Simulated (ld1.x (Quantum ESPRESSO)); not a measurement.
An all-electron radial function and its pseudo partner (carbon (C))

Columns: radius, all-electron u(r) and pseudo u(r) of the 2p shell (level -5.29 eV) of carbon in the configuration [He] 2s2 2p2; PBE, non-relativistic, TM scheme, ld1.x (Quantum ESPRESSO) 7.5.

| r (bohr) | all-electron | pseudo |
| --- | --- | --- |
| 0.125 | 0.0689 | 0.0240 |
| 0.250 | 0.1995 | 0.0926 |
| 0.375 | 0.3336 | 0.1965 |
| 0.500 | 0.4500 | 0.3214 |
| 0.625 | 0.5426 | 0.4507 |
| 0.750 | 0.6129 | 0.5684 |
| 0.875 | 0.6622 | 0.6619 |
| 1.000 | 0.6924 | 0.7245 |
| 1.125 | 0.7067 | 0.7558 |
| 1.250 | 0.7082 | 0.7600 |
| 1.375 | 0.6998 | 0.7444 |
| 1.500 | 0.6840 | 0.7167 |
| 1.625 | 0.6629 | 0.6833 |
| 1.750 | 0.6380 | 0.6486 |
| 1.875 | 0.6106 | 0.6149 |
| 2.000 | 0.5817 | 0.5830 |
| 2.125 | 0.5522 | 0.5524 |
| 2.250 | 0.5225 | 0.5225 |
| 2.375 | 0.4931 | 0.4931 |
| 2.500 | 0.4644 | 0.4644 |
| 2.625 | 0.4366 | 0.4366 |
| 2.750 | 0.4099 | 0.4099 |
| 2.875 | 0.3843 | 0.3843 |
| 3.000 | 0.3599 | 0.3599 |
| 3.125 | 0.3367 | 0.3367 |
| 3.250 | 0.3148 | 0.3148 |

How many radial nodes do the two functions have?

The all-electron 2p function has n − l − 1 = 0; the pseudo-wave has 0.

At about which radius was the pseudo-wave matched?

2.35 bohr. The columns agree to 0.0005 from 2.12 bohr on; several derivatives are matched, so the curves merge somewhat inside the radius.

Where does each function peak?

Outermost all-electron maximum near 1.25 bohr, pseudo maximum near 1.25 bohr (to the table’s step).

Is the pseudo-wave norm-conserving?

Yes: the TM scheme keeps the norm inside the radius equal to the all-electron one, which fixes the energy derivative of the logarithmic derivative at the level.
